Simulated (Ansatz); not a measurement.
Reactions of F$_{2}$H$_{6}$N$_{2}$Si$_{2}$, SMILES `N[SiH2][Si](N)(F)F`.

Calculated with Ansatz (gas phase, PBE0-D4/def2-TZVP geometries, no zero-point term in ΔE). CCSD(T)/CBS is the MP2 limit (def2-TZVPP, def2-QZVPP) plus CCSD(T) − MP2 in def2-TZVPP, frozen cores. This one scheme is used for every species, atoms too. DFT in def2-TZVPP. B3LYP here is the variant with VWN-RPA as its local correlation; programs differ in this. Open shells (•) are unrestricted, without spin–orbit coupling. Spin–orbit coupling would lower the free atoms: a little for F, Si. One conformer a species, not always the lowest.

```tsv
reaction	B3LYP-D4 (kJ/mol)	PBE0-D4 (kJ/mol)	PBE-D4 (kJ/mol)
`N[SiH2][Si](N)(F)F` + `N[SiH](O)Cl` → `N[SiH2]O[SiH](N)Cl` + `N[SiH](F)F`	-142	-127	-116
`N[SiH2][Si](N)(F)F` + NH₃ → `N[Si](N)(F)F` + `N[SiH3]`	-88	-81	-70
`N[SiH2][Si](N)(F)F` → `N[Si](N)(F)F` + `[SiH2]`	185	204	203
`N[SiH2][Si](N)(F)F` + H₂O → `N[Si](O)(F)F` + `N[SiH3]`	-126	-117	-106
`N[SiH2][Si](N)(F)F` → `N[Si](F)F`• + `N[SiH2]`•	322	326	316
`N[SiH2][Si](N)(F)F` → `F[Si]F` + `N[SiH2]N`	137	158	145
`N[SiH2][Si](N)(F)F` + `N[SiH](N)F` → `N[SiH2]N[SiH](N)F` + `N[SiH](F)F`	-86	-77	-69
`N[SiH2][Si](N)(F)F` → 2 F• + 6 H• + 2 N• + 2 Si•	4379	4335	4425
`N[SiH2][Si](N)(F)F` + H₂ → `N[SiH](F)F` + `N[SiH3]`	-28	-23	-14
```

(1) Give the CCSD(T)/CBS values in the same order. (Best estimate.)

Largest T1 diagnostic: 0.015, for `N[SiH2]`•.

## Answers

(1) The calculation gave: -145, -94, 183, -131, 343, 140, -91, 4396, -34 kJ/mol.
